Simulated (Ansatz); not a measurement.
Program: Ansatz. Geometries: PBE0-D4/def2-TZVP. ΔE: electronic, gas phase. CCSD(T)/CBS adds triple-zeta CCSD(T) − MP2 to the extrapolated MP2 energy (def2 sets, frozen cores). This one scheme is used for every species. DFT in def2-TZVPP. B3LYP here is the variant with VWN-RPA as its local correlation; programs differ in this.

Consider the hydrogenolysis of the Al–Cl bond: `[Cl][Al]1[CH2][SiH2]1` + H₂ → `[CH2]1[AlH][SiH2]1` + HCl.

```csv
level,ΔE (kJ/mol)
r2SCAN-D4,148.3
B3LYP,137.5
r2SCANh,146.5
RPA@PBE/def2-TZVPP,133.8
```

Q: What does CCSD(T)/CBS give? (An estimate is asked.)

A: Computed: +143.5 kJ/mol. The listed levels differ from it by 4.8, -6.0, 3.0, -9.7 kJ/mol.

Largest T1 diagnostic among the species: 0.013.

The D4 term adds +4.4 kJ/mol with B3LYP and +2.6 kJ/mol with PBE0; it sums over pairs of atoms, weighted by their polarisabilities, and B3LYP, whose exchange is more repulsive, gets the larger term. In def2-TZVPP, CCSD(T) changes the Hartree–Fock value by +7.3 kJ/mol (the triples alone add +3.6 kJ/mol) and MP2 by +17.2 kJ/mol. Leaving LDA and LC-ωPBE aside and taking each functional with its dispersion term where it has one, the values, not all of them listed here, spread over 13.5 kJ/mol, from B97M-V to r2SCAN-D4. LDA lies −3.4 kJ/mol from PBE without D4.
